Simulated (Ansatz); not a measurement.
```yaml
crystal:
  periodic: [false, false, false]
  atoms:
    - {symbol: C, position_ang: [-1.303204, 0.249330, -0.040350]}
    - {symbol: Ti, position_ang: [0.697302, -0.017692, -0.299458]}
    - {symbol: O, position_ang: [1.262640, -0.700699, 1.212499]}
    - {symbol: Cl, position_ang: [0.906838, -1.396973, -1.995022]}
    - {symbol: Cl, position_ang: [1.524517, 1.975776, -0.702761]}
    - {symbol: H, position_ang: [-1.459708, 0.927169, 0.803596]}
    - {symbol: H, position_ang: [-1.727366, 0.677088, -0.952631]}
    - {symbol: H, position_ang: [-1.761248, -0.721161, 0.170722]}
    - {symbol: H, position_ang: [1.948629, -1.039039, 1.786205]}
basis:
  gaussian: {orbitals: def2-SVPD, fitting: {mean_field: cc-pVTZ-jkfit}}
magnetization: {spin_polarized: true, initial_magnetization: 2}
hamiltonian: {xc: {name: wB97X-D}}
output: {forces: true}
```

```sh
$ ansatz run in.yaml --threads 4 --pin off --events-out ev --progress --plain --max-ram 10444MiB
```

**Question.** How does Ansatz answer? (Best estimate.)

**Answer.** Ansatz gave: The input was rejected before any iteration.
```
Error: YAML parse error: error: line 16 column 19: hamiltonian.xc: no functional is named "wB97X-D"; the names, which are not case-sensitive, are SVWN5, SPW92, PBE, PBE0, PBEsol, revPBE, revPBE0, RPBE, rPW86-PBE, HSE06, wPBEh, LC-wPBE, HISS, HF, BLYP, B3LYP, B3LYP5, BHLYP, CAM-B3LYP, r2SCAN, r2SCANh, r2SCAN0, r2SCAN50, m-r2SCAN, B97, wB97, wB97X, wB97X-V, B97M-V, wB97M-V, B2PLYP, B2GP-PLYP, PBE0-DH, PBE-QIDH
14 |   gaussian: {orbitals: def2-SVPD, fitting: {mean_field: cc-pVTZ-jkfit}}
15 | magnetization: {spin_polarized: true, initial_magnetization: 2}
16 | hamiltonian: {xc: {name: wB97X-D}}
17 | output: {forces: true}
```

HSE06 is defined as in plane-wave codes.
